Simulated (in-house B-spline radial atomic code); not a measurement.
A fraction x of an electron is removed from 3d in Ni⁴⁺, starting from [Ar] 3d6 and keeping the highest spin. Method: scalar-relativistic (X2C) PBEsol, spin-polarised, spherical fractional occupations, Fermi nucleus of rms radius 3.7757 fm. Calculated with an all-electron radial atomic-structure program (B-spline basis).

| x | E(x) - E(0) (eV) | 3d down level (eV) |
| --- | --- | --- |
| 0 | 0.0000 | -65.390 |
| 0.07 | 4.6299 | -66.895 |
| 0.17 | 11.4277 | -69.064 |
| 0.26 | 17.7320 | -71.033 |
| 0.44 | 30.8757 | -75.019 |
| 0.5 | 35.4171 | -76.362 |
| 0.62 | 44.7426 | -79.068 |
| 0.66 | 47.9235 | -79.976 |
| 0.81 | 60.1768 | -83.408 |
| 0.9 | 67.7769 | -85.486 |
| 1 | 76.4416 | - |

The exact functional would give a straight line between the two integer points. Deviations E(x) - E(0) - x[E(1) - E(0)], in eV: -0.721 at x = 0.07, -1.567 at x = 0.17, -2.143 at x = 0.26, -2.759 at x = 0.44, -2.804 at x = 0.5, -2.651 at x = 0.62, -2.528 at x = 0.66, -1.741 at x = 0.81, -1.021 at x = 0.9.

The curve lies below the straight line by up to 2.804 eV (at x = 0.5): convex, the delocalisation error that favours fractional charges.

Q: How well does Slater's transition state (minus the level at half occupation) give the ionisation energy?

A: It gives 76.362 eV against 76.442 eV from the two total energies; NIST lists 76.06 eV, ground level to ground level.
